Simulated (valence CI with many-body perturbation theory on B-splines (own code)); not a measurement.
The numbers below are computed, except where a source is named.
## Tm²⁷⁺: what each term of the Hamiltonian does

Method: valence CI with perturbative core correlation (CI+MBPT): six valence electrons over a frozen Dirac-Fock core [Kr], a basis of 7 s, 7 p, 8 d, 6 f, 4 g, 1 h functions for each j, with the one-electron correlation potential Σ1, the two-electron term Σ2, the three-electron term Σ3, Breit, model QED; selected CI, second order for the rest, scaled by the run's own slope (own B-spline code, finite nucleus).

The last digits are not significant, and no measured levels were compared; by estimate large intervals hold to a few tenths of a per cent, small ones and those within an open d or f shell to about a per cent. Core correlation moves these levels by up to 8400 cm⁻¹, and in measured spectra 5 to 20 % of such shifts remained as error; rates that hang on mixing are uncertain with them. Among the levels kept, up to 780 cm⁻¹ of a level comes from second order outside the variational space, and about a tenth of that is noise between levels of different J, which matters for small intervals. Only levels of the ground parity were solved; by the run's estimate the other parity begins above the list, which can be wrong where configurations are misplaced.

Each rung adds one term. CI alone is the Dirac-Coulomb CI over the frozen core; QED comes last and gives the full result, which names the levels. Energies are above (4d3/2^4 4d5/2^2) J=4 on the same rung, in eV.

Levels are named by their leading jj configuration (3d3/2^4 stands for four electrons in 3d with j = 3/2), which in mixed levels can hold well under half, so a name can repeat and another be missing. Letters in brackets count levels of one name in rising energy.

```tsv
Level	CI alone	Σ1	Σ2	Σ3	Breit	QED	Full
(4d3/2^4 4d5/2^2) J=2	2.442	-0.0004	+0.0193	-0.1900	+0.0472	-0.0006	2.318
(4d3/2^4 4d5/2^2) J=0	6.758	+0.0158	+0.3051	-0.2001	+0.0253	+0.0065	6.911
(4d3/2^3 4d5/2^3) J=3 [a]	8.702	+0.0748	+0.1690	+0.0750	-0.2075	+0.0301	8.844
(4d3/2^3 4d5/2^3) J=4 [a]	10.398	+0.0661	-0.0411	-0.0487	-0.1987	+0.0260	10.201
(4d3/2^3 4d5/2^3) J=1 [a]	10.183	+0.0753	+0.2538	-0.0169	-0.1766	+0.0303	10.349
(4d3/2^3 4d5/2^3) J=5	13.312	+0.0742	-0.2733	-0.1377	-0.2546	+0.0274	12.748
(4d3/2^3 4d5/2^3) J=6	13.652	+0.0769	-0.3599	-0.1419	-0.3011	+0.0278	12.953
(4d3/2^3 4d5/2^3) J=2 [a]	15.047	+0.0742	-0.0743	-0.3396	-0.1970	+0.0284	14.539
(4d3/2^3 4d5/2^3) J=3 [b]	15.394	+0.0772	-0.0990	-0.2308	-0.2213	+0.0292	14.949
(4d3/2^3 4d5/2^3) J=2 [b]	18.455	+0.1045	+0.0622	-0.2163	-0.2691	+0.0393	18.176
(4d3/2^3 4d5/2^3) J=0	19.143	+0.0689	-0.3414	-0.5422	-0.1547	+0.0251	18.199
(4d3/2^3 4d5/2^3) J=1 [b]	19.223	+0.0842	-0.1695	-0.3734	-0.1769	+0.0314	18.619
(4d3/2^3 4d5/2^3) J=4 [b]	19.535	+0.0880	-0.1296	-0.3455	-0.2665	+0.0327	18.914
(4d3/2^3 4d5/2^3) J=3 [c]	20.925	+0.0789	-0.2770	-0.4870	-0.1944	+0.0287	20.074
(4d3/2^2 4d5/2^4) J=2 [a]	20.842	+0.1247	+0.3176	-0.2036	-0.3623	+0.0517	20.770
(4d3/2^2 4d5/2^4) J=0 [a]	21.569	+0.1363	+0.4343	-0.0737	-0.3674	+0.0556	21.754
(4d3/2^2 4d5/2^4) J=4 [a]	23.080	+0.1465	+0.0942	-0.1746	-0.4612	+0.0578	22.742
(4d3/2^2 4d5/2^4) J=3 [a]	24.326	+0.1403	+0.0104	-0.2580	-0.4103	+0.0554	23.864
(4d3/2^2 4d5/2^4) J=5	24.588	+0.1526	-0.0972	-0.1681	-0.5094	+0.0589	24.024
(4d3/2^2 4d5/2^4) J=6	26.369	+0.1548	-0.2958	-0.2589	-0.5556	+0.0586	25.472
(4d3/2^2 4d5/2^4) J=3 [b]	26.225	+0.1542	-0.0344	-0.2698	-0.4594	+0.0597	25.675
(4d3/2^2 4d5/2^4) J=1	27.808	+0.1419	-0.1145	-0.4754	-0.3863	+0.0552	27.029
(4d3/2^2 4d5/2^4) J=4 [b]	28.831	+0.1485	-0.2297	-0.3977	-0.4826	+0.0570	27.927
(4d3/2^2 4d5/2^4) J=2 [b]	28.838	+0.1477	-0.0764	-0.5532	-0.4359	+0.0573	27.978
(4d3/2^2 4d5/2^4) J=2 [c]	32.159	+0.1501	+0.1420	-0.5720	-0.4166	+0.0586	31.521
(4d3/2^2 4d5/2^4) J=4 [c]	33.371	+0.1612	-0.0342	-0.5165	-0.4823	+0.0616	32.561
(4d3/2 4d5/2^5) J=1	33.831	+0.2151	+0.7497	-0.2876	-0.6186	+0.0874	33.977
(4d3/2 4d5/2^5) J=4	39.239	+0.2153	+0.2114	-0.4987	-0.6850	+0.0856	38.567
(4d3/2^2 4d5/2^4) J=2 [d]	40.041	+0.1554	-0.3332	-0.8591	-0.4082	+0.0581	38.654
(4d3/2 4d5/2^5) J=2	40.691	+0.2167	+0.2753	-0.6303	-0.6512	+0.0867	39.989
(4d3/2 4d5/2^5) J=3	41.182	+0.2248	+0.1650	-0.5356	-0.6739	+0.0886	40.451
```

The middle columns are the shifts that each term adds.

Problem. How does the ionisation energy move along the ladder, and which term matters most?

Solution. CI alone 998.8, + Σ1 1001.2, + Σ2 1005.0, + Σ3 1005.3, + Breit 1005.0, + QED 1005.1 eV. The largest step is Σ2, 3.8 eV. NIST lists 1004 ± 4 eV (theoretical).
